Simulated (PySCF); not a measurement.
C3H5NO2Si.
Atom-mapped SMILES: `[CH2:1]=[N:2][Si@:3]1([OH:4])[CH:5]=[CH:6][O:7]1`

NICS is the negative of the GIAO shielding at a point without a nucleus: at the ring centre (0) and 1 Å above and below it (1); zz is the component along the ring normal. Level: GIAO PBE0/pcSseg-1 (PySCF, non-relativistic, gas phase) on the GFN2-xTB geometry, one conformer.

Ring bond lengths (Å), with Mayer bond orders in brackets: Si3–C5 1.895 (0.85), C5–C6 1.332 (1.73), C6–O7 1.378 (0.97), O7–Si3 1.713 (0.86).

Question: What do the NICS probes read (ppm)?

Answer: 
```json
{"ring": "Si3–C5–C6–O7", "type": "4-membered ring with O and Si; formal bonds 1 double, 3 single", "NICS(0)": "-2.6", "NICS(1), two faces": "-0.3 / -1.1", "NICS(1)zz, two faces": "5.7 / 4.0", "rms pucker (Å)": "0.01", "centre to ring atoms, mean (Å)": "1.11"}
```

Question: What do they say, and how far can they be read as aromaticity?

Answer: 
- Si3–C5–C6–O7: mean NICS(1)zz 4.8 ppm, deshielded. Si3 has four or more neighbours, and the NICS criterion for π rings isn't applied.

Question: At the first NICS(1) probe listed for ring Si3–C5–C6–O7, 1 Å off the ring, how large is the induced field along the normal in 14.1 T applied along it?

Answer: NICSzz × B0 = 5.7 ppm × 14.1 T = 80 μT, along the applied field.

Question: What are the shieldings of the ring atoms and their hydrogens in the same run (means over atoms taken as equivalent)?

Answer: 
| atoms | environment | σ isotropic (ppm) | principal values of the symmetric part, first atom (ppm) |
| --- | --- | --- | --- |
| Si3 | oxygen-bound silicon | 380.0 | 347.2, 369.6, 423.2 |
| C5 | alkene CH carbon | 78.8 | -15.4, 113.6, 138.2 |
| C6 | vinylic carbon bearing oxygen | 14.7 | -114.3, 47.0, 111.4 |
| O7 | silyl ether oxygen | 147.7 | 74.6, 165.3, 203.1 |
| H on C5 | vinylic hydrogen | 26.83 | 24.9, 26.5, 29.0 |
| H on C6 | vinylic hydrogen | 24.05 | 22.7, 23.2, 26.3 |

Conformer computed: `[CH2:1]=[N:2][Si@:3]1([OH:4])[CH:5]=[CH:6][O:7]1`: C1–N2–Si3–O4 122°, H–O4–Si3–N2 140°.
